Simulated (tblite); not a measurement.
C3H11BrSi4.
Numbering: `[CH2:1]=[CH:2][CH2:3][Si@@H:4]1[SiH2:5][SiH2:6][Si@@H:7]1[Br:8]` (hydrogens: H9, H10 on C1; H11 on C2; H12, H13 on C3; H14 on Si4; H15, H16 on Si5; H17, H18 on Si6; H19 on Si7)

Computed with GFN2-xTB (tblite), gas phase: L-BFGS steps from a force-field or distance-geometry start until the largest atomic force falls under 0.01 eV/Å.

Step 67: E = -625.2128 eV
```
atom  x, y, z in Å  |  force x, y, z in eV/Å
C1      3.0880    0.0503   -1.0387   -0.006  -0.010   0.003
C2      2.5119    0.8133   -0.1270   -0.006  -0.002   0.014
C3      1.5835    0.3134    0.9240   -0.002   0.005   0.000
Si4    -0.2219    0.7812    0.4743   -0.033  -0.029  -0.001
Si5    -2.0552   -0.0509    1.7321    0.054   0.026  -0.022
Si6    -3.0636   -0.8655   -0.2374    0.025   0.017   0.033
Si7    -1.1152   -0.2902   -1.4497    0.008   0.027   0.028
Br8     0.0397   -2.1935   -1.9373    0.005   0.007   0.003
H9      2.9418   -1.0177   -1.0522    0.008   0.016  -0.040
H10     3.7280    0.4610   -1.8015    0.003  -0.033   0.022
H11     2.6751    1.8842   -0.1332   -0.017   0.001   0.016
H12     1.6694   -0.7701    1.0127    0.004   0.001   0.001
H13     1.8443    0.7504    1.8899   -0.003  -0.010  -0.001
H14    -0.2068    2.2472    0.3028   -0.010   0.019  -0.010
H15    -2.8115    0.9878    2.4417   -0.003  -0.022   0.005
H16    -1.7579   -1.0541    2.7599    0.004   0.012   0.007
H17    -3.5290   -2.2526   -0.2896    0.011  -0.022  -0.009
H18    -4.2196   -0.0810   -0.6862   -0.024   0.012  -0.027
H19    -1.1108    0.2963   -2.7919   -0.020  -0.015  -0.021
```

Step 68: E = -625.2134 eV
```
atom  x, y, z in Å  |  force x, y, z in eV/Å
C1      3.0833    0.0493   -1.0401    0.000  -0.013   0.000
C2      2.5107    0.8109   -0.1251   -0.007   0.001   0.002
C3      1.5811    0.3114    0.9249    0.015   0.001   0.001
Si4    -0.2230    0.7860    0.4751   -0.002  -0.049  -0.002
Si5    -2.0533   -0.0471    1.7316    0.028   0.016  -0.017
Si6    -3.0614   -0.8682   -0.2361    0.039   0.012   0.030
Si7    -1.1132   -0.2893   -1.4488   -0.002   0.032   0.022
Br8     0.0486   -2.1871   -1.9399    0.001   0.007   0.004
H9      2.9359   -1.0182   -1.0576   -0.001   0.006  -0.036
H10     3.7231    0.4604   -1.8026    0.011  -0.023   0.018
H11     2.6780    1.8808   -0.1282   -0.018   0.011   0.015
H12     1.6661   -0.7725    1.0103   -0.008  -0.002   0.003
H13     1.8470    0.7448    1.8909   -0.019  -0.008   0.004
H14    -0.2009    2.2507    0.3036   -0.014   0.036  -0.011
H15    -2.8176    0.9891    2.4357   -0.002  -0.012   0.009
H16    -1.7583   -1.0461    2.7640    0.008   0.009   0.006
H17    -3.5232   -2.2566   -0.2864    0.012  -0.021  -0.008
H18    -4.2191   -0.0884   -0.6880   -0.025   0.015  -0.026
H19    -1.1137    0.2993   -2.7906   -0.017  -0.019  -0.014
```

Step 69: E = -625.2138 eV
```
atom  x, y, z in Å  |  force x, y, z in eV/Å
C1      3.0810    0.0484   -1.0397    0.003  -0.011  -0.005
C2      2.5098    0.8093   -0.1234   -0.009   0.005  -0.009
C3      1.5785    0.3107    0.9250    0.022  -0.005   0.003
Si4    -0.2245    0.7898    0.4742    0.031  -0.040  -0.002
Si5    -2.0500   -0.0445    1.7309    0.001   0.004  -0.005
Si6    -3.0596   -0.8695   -0.2342    0.032   0.007   0.018
Si7    -1.1123   -0.2881   -1.4484   -0.010   0.028   0.007
Br8     0.0547   -2.1831   -1.9392   -0.001   0.009   0.004
H9      2.9332   -1.0185   -1.0610   -0.011  -0.007  -0.025
H10     3.7211    0.4592   -1.8015    0.022  -0.010   0.011
H11     2.6791    1.8788   -0.1247   -0.015   0.017   0.013
H12     1.6618   -0.7734    1.0075   -0.016  -0.006   0.006
H13     1.8481    0.7409    1.8914   -0.032  -0.005   0.009
H14    -0.1991    2.2545    0.3020   -0.015   0.034  -0.010
H15    -2.8206    0.9868    2.4345   -0.002  -0.001   0.011
H16    -1.7551   -1.0423    2.7643    0.014   0.005   0.007
H17    -3.5220   -2.2584   -0.2842    0.017  -0.011  -0.007
H18    -4.2174   -0.0905   -0.6894   -0.017   0.010  -0.020
H19    -1.1165    0.2990   -2.7914   -0.014  -0.021  -0.005
```

**Question.** Estimate the geometry and energy of step 70. (The exact step hangs on the optimiser's Hessian estimate; all steps are aligned on step 69, rigid shifts and turns removed.)

**Answer.** E = -625.2141 eV, largest force 0.050 eV/Å
```
atom  x, y, z in Å  |  force x, y, z in eV/Å
C1      3.0807    0.0476   -1.0383    0.003  -0.005  -0.010
C2      2.5093    0.8086   -0.1223   -0.007   0.006  -0.016
C3      1.5765    0.3108    0.9248    0.019  -0.011   0.003
Si4    -0.2254    0.7924    0.4726    0.048  -0.012  -0.004
Si5    -2.0467   -0.0432    1.7303   -0.017  -0.004   0.007
Si6    -3.0581   -0.8698   -0.2325    0.011   0.003   0.003
Si7    -1.1123   -0.2868   -1.4486   -0.013   0.018  -0.006
Br8     0.0579   -2.1811   -1.9367   -0.003   0.011   0.004
H9      2.9327   -1.0190   -1.0627   -0.018  -0.014  -0.014
H10     3.7213    0.4580   -1.7995    0.030   0.000   0.004
H11     2.6789    1.8781   -0.1225   -0.010   0.016   0.010
H12     1.6573   -0.7736    1.0051   -0.014  -0.010   0.009
H13     1.8477    0.7384    1.8918   -0.038  -0.003   0.012
H14    -0.2009    2.2579    0.2990   -0.013   0.017  -0.006
H15    -2.8211    0.9832    2.4364   -0.003   0.006   0.012
H16    -1.7504   -1.0415    2.7625    0.018   0.002   0.009
H17    -3.5233   -2.2585   -0.2830    0.022   0.002  -0.005
H18    -4.2151   -0.0892   -0.6905   -0.004   0.001  -0.012
H19    -1.1188    0.2970   -2.7933   -0.012  -0.021   0.000
```

The energy changes by -0.0003 eV. The first-order estimate −F·Δx gives -0.0005 eV and the mean of the old and new forces, exact on a quadratic surface, -0.0003 eV. The step makes an angle of 73° with the force vector and moves no atom by more than 0.005 Å.

What follows is the cost of the whole relaxation. Time: 7.9 s of wall time. Hardware: Intel Xeon at 2.50 GHz, one thread, no GPU (shared host).
